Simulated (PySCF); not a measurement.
Ionisation energy of Au(2+) by level of theory

Au(2+) [Xe] 4f14 5d9 (2D) → Au(3+) [Xe] 4f14 5d8 (3F), as a difference of total energies. All numbers are calculated (PySCF 2.14, a scalar-relativistic core potential, in aug-cc-pVTZ-PP with ECP60MDF (6s6p5d3f2g, 88 functions)). Correlated levels: valence: 5s2 5p6 frozen. The calculations carry no spin-orbit coupling.

```csv
method,ionisation energy (eV)
UHF,30.836
MP2 (valence),32.634
SCS-MP2 (valence),32.531
CCSD (valence),32.404
CCSD(T) (valence),32.501
```

How much does correlation contribute at CCSD(T) (valence)?

32.501 − (30.836) = 1.665 eV, measured against UHF.

The reference lies between the lowest fine-structure levels, while these numbers refer to the centres of the terms.

Errors of the correlated levels include the incompleteness of this basis and the frozen core.

For comparison: 30 ± 1.6 eV (theoretical estimate listed by NIST; NIST Atomic Spectra Database, ionization energies).
